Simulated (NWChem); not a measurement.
# SnNH5O2; SMILES [NH2][SnH]([OH])[OH]

```xyz
9

Sn     0.0138    -0.0188    -0.2527
N      1.1121     1.4798     0.5466
O     -1.8008     0.3373     0.4636
O      0.6167    -1.7433     0.5122
H      0.0490    -0.2266    -1.9475
H      1.6646     2.0111    -0.1225
H      0.5245     2.1313     1.0649
H     -2.2828    -0.4793     0.6395
H      1.0412    -1.6046     1.3676
```
Atoms are numbered in this order, from 1.

Results from NWChem. All runs use the structure optimised with PBE0/def2-SVP. def2 effective core potentials on Sn; no spin-orbit coupling. Vertical excitations in the gas phase; the lowest state need not have the same character in each row.

For level PBE/def2-SVP, TDA:

- lowest excitation, singlet (eV) = 4.95
- oscillator strength of that lowest state = 0.023
- orbital gap (eV) = 4.69

Q: Estimate the same quantities for level B3LYP/def2-SVP, TDA.

A: The lowest excitation, singlet (eV) comes out as 5.60 and the oscillator strength of that lowest state is 0.043. The orbital gap (eV) is 6.56.
